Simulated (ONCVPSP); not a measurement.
Ranking ONCV potentials for aluminium

All share these settings but for the change named:

- Element: aluminium
- Generator: ONCVPSP 4.0.1
- Type: optimised norm-conserving Vanderbilt (ONCV)
- Functional: PBE
- Relativity: scalar-relativistic
- Frozen core: [Ne]
- Valence charge: 3
- Reference configuration: 3s2 3p0.5 (charge +0.5)
- Partial waves: 3s: rc 2.00 bohr, ncon 4, nbas 7, qcut 3.9 1/bohr, 2 projectors, debl 1.2 Ha; 3p: rc 2.40 bohr, ncon 5, nbas 8, qcut 3.3 1/bohr, 2 projectors, debl 0.5 Ha; d scattering state at 0.11 Ha: rc 2.35 bohr, ncon 3, nbas 8, qcut 4.3 1/bohr, 2 projectors, debl 1.9 Ha
- Local potential: polynomial inside 1.40 bohr (lpopt 4, dvloc0 6 Ha)
- Core correction: polynomial model core, fcfact 0.75

Test errors are all-electron minus pseudo excitation energies from the reference, over 3s2 3p1; 3s2 3p0; 3s1 3p0; 3s0 3p3. None of these files shows a bound ghost.

The base gives 7.8 meV.

Of 7 variants that were run, those that failed, showed a ghost or another fault, or gave nearly equal values are left out.

A variant can come out equal or close to the base, since the largest error may sit in a test that the change hardly touches while other tests move.

Problem. Rank these variants by their largest absolute test error, smallest first.
A. all radii but the core radius scaled by about 1.11 (s 2.22, p 2.66, d 2.60 bohr); local potential polynomial inside 1.56 bohr (lpopt 4, dvloc0 6 Ha)
B. all radii but the core radius scaled by about 0.87 (s 1.74, p 2.10, d 2.06 bohr); local potential polynomial inside 1.22 bohr (lpopt 4, dvloc0 6 Ha)
C. all radii but the core radius scaled by about 1.23 (s 2.46, p 2.96, d 2.88 bohr); local potential polynomial inside 1.72 bohr (lpopt 4, dvloc0 6 Ha)
D. all radii but the core radius scaled by about 1.29 (s 2.58, p 3.10, d 3.04 bohr); local potential polynomial inside 1.80 bohr (lpopt 4, dvloc0 6 Ha)
E. all radii but the core radius scaled by about 1.18 (s 2.36, p 2.84, d 2.78 bohr); local potential polynomial inside 1.66 bohr (lpopt 4, dvloc0 6 Ha)

Solution. A (6.3 meV), B (7.2 meV), E (9.6 meV), C (13.2 meV), D (18.8 meV).
